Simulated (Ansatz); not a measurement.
TaGe₁₂. Charge 0, multiplicity 2. Geometry PBE-D4/def2-SVP; atoms count from 1.

```csv
atom,x (Å),y (Å),z (Å)
Ta1,0.014,-0.203,-0.533
Ge2,-0.439,-0.298,2.104
Ge3,1.062,1.763,0.914
Ge4,1.613,0.722,3.685
Ge5,-0.586,0.058,4.507
Ge6,0.062,-1.402,-2.933
Ge7,2.105,-0.688,1.030
Ge8,-1.111,0.034,-4.696
Ge9,0.416,1.214,-2.705
Ge10,-1.970,-2.197,-1.585
Ge11,3.344,1.375,2.043
Ge12,-2.430,-0.741,0.493
Ge13,-2.081,0.363,-2.323
```

In the def2 sets Ta takes a core potential; there is no spin–orbit coupling. Single mean-field runs in def2-TZVP are fitted with def2-universal-jkfit. No other spin state of charge 0 was run. The structure comes from a short search, and lower isomers may exist.

**Question.** Estimate the Mulliken populations from the PBE0/def2-TZVP orbitals of Ansatz.

**Answer.** 
```json
{"atom": "Ta1", "charge (e)": "0.09", "spin (α − β)": "0.44", "d electrons": "3.75"}
{"atom": "Ge2", "charge (e)": "-0.18", "spin (α − β)": "0.04", "d electrons": "–"}
{"atom": "Ge3", "charge (e)": "0.06", "spin (α − β)": "-0.04", "d electrons": "–"}
{"atom": "Ge4", "charge (e)": "0.02", "spin (α − β)": "0.12", "d electrons": "–"}
{"atom": "Ge5", "charge (e)": "0.08", "spin (α − β)": "0.10", "d electrons": "–"}
{"atom": "Ge6", "charge (e)": "-0.14", "spin (α − β)": "-0.03", "d electrons": "–"}
{"atom": "Ge7", "charge (e)": "-0.04", "spin (α − β)": "0.01", "d electrons": "–"}
{"atom": "Ge8", "charge (e)": "0.10", "spin (α − β)": "0.22", "d electrons": "–"}
{"atom": "Ge9", "charge (e)": "-0.02", "spin (α − β)": "-0.02", "d electrons": "–"}
{"atom": "Ge10", "charge (e)": "0.08", "spin (α − β)": "0.03", "d electrons": "–"}
{"atom": "Ge11", "charge (e)": "0.03", "spin (α − β)": "0.02", "d electrons": "–"}
{"atom": "Ge12", "charge (e)": "-0.02", "spin (α − β)": "0.04", "d electrons": "–"}
{"atom": "Ge13", "charge (e)": "-0.06", "spin (α − β)": "0.09", "d electrons": "–"}
```
Mulliken values and Mayer orders depend strongly on the basis.

**Question.** Where does the spin sit?

**Answer.** Summed by element: Ta 0.44, Ge 0.56, of 1 unpaired in all. Largest on single atoms: Ta1 0.44, Ge8 0.22, Ge4 0.12.

**Question.** And the Mayer bond orders between bonded heavy atoms (over 0.3)?

**Answer.** Ta1–Ge2 0.53 (2.68 Å); Ta1–Ge3 0.75 (2.66 Å); Ta1–Ge6 0.71 (2.68 Å); Ta1–Ge7 0.77 (2.66 Å); Ta1–Ge9 0.88 (2.62 Å); Ta1–Ge10 0.47 (3.00 Å); Ta1–Ge12 0.74 (2.70 Å); Ta1–Ge13 0.57 (2.81 Å); Ge2–Ge3 0.36 (2.81 Å); Ge2–Ge4 0.50 (2.78 Å); Ge2–Ge5 0.99 (2.43 Å); Ge2–Ge7 0.41 (2.79 Å); Ge2–Ge12 0.67 (2.60 Å); Ge3–Ge7 0.58 (2.67 Å); Ge3–Ge11 0.69 (2.58 Å); Ge4–Ge5 1.03 (2.44 Å); Ge4–Ge11 0.81 (2.47 Å); Ge6–Ge8 0.75 (2.56 Å); Ge6–Ge9 0.47 (2.65 Å); Ge6–Ge10 0.67 (2.56 Å); Ge6–Ge13 0.45 (2.84 Å); Ge7–Ge11 0.67 (2.61 Å); Ge8–Ge9 0.57 (2.77 Å); Ge8–Ge13 0.68 (2.58 Å); Ge9–Ge13 0.53 (2.67 Å); Ge10–Ge12 0.68 (2.58 Å); Ge10–Ge13 0.54 (2.67 Å). Values over 0.3 also appear between atoms too far apart for a bond (Ta1–Ge8 0.30 at 4.32 Å; Ge3–Ge4 0.31 at 3.01 Å); they arise where an orbital or an unpaired electron spreads over both atoms.
